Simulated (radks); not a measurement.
Species: the osmium ion Os4+. Configuration: [Xe] 4f14 5d4. All-electron calculation, scalar-relativistic Kohn-Sham, LDA (Slater exchange, VWN5 correlation), spin-polarised, spherical densities, point nucleus; open shells are filled with parallel spins first (spin-orbit coupling, left out, can overturn this in heavy ions). Program: a radial shooting solver on a logarithmic mesh with Libxc functionals.

Unscreened Slater integrals over Kohn-Sham orbitals (hartree). They are taken over the spin-up orbitals.

| integral | value |
|---|---|
| F0(5d,5d) | 0.58806 |
| F2(5d,5d) | 0.31140 |
| F4(5d,5d) | 0.20806 |
| F0(5d,5p) | 0.66162 |
| F2(5d,5p) | 0.33223 |
| G1(5d,5p) | 0.39971 |
| G3(5d,5p) | 0.24851 |
| F0(5d,4f) | 0.75081 |
| F2(5d,4f) | 0.18208 |
| F4(5d,4f) | 0.086331 |
| G1(5d,4f) | 0.065082 |
| G3(5d,4f) | 0.059486 |
| G5(5d,4f) | 0.047103 |
| F0(5d,5s) | 0.68856 |
| G2(5d,5s) | 0.26164 |
| F0(5p,5p) | 0.78140 |
| F2(5p,5p) | 0.42252 |
| F0(5p,4f) | 0.95719 |
| F2(5p,4f) | 0.30368 |
| G2(5p,4f) | 0.12537 |
| G4(5p,4f) | 0.10355 |
| F0(5p,5s) | 0.83214 |
| G1(5p,5s) | 0.55629 |
| F0(4f,4f) | 1.6509 |
| F2(4f,4f) | 0.80736 |
| F4(4f,4f) | 0.51131 |
| F6(4f,4f) | 0.36924 |
| F0(4f,5s) | 1.0718 |
| G3(4f,5s) | 0.15914 |
| F0(5s,5s) | 0.89781 |

Derived for the open shells (J is the average intra-shell exchange parameter used in DFT+U). 5d: Racah B = F2/49 - 5 F4/441 = 0.003996 hartree, C = 35 F4/441 = 0.01651 hartree, C/B = 4.13, F4/F2 = 0.668, J = (F2 + F4)/14 = 0.03710 hartree.
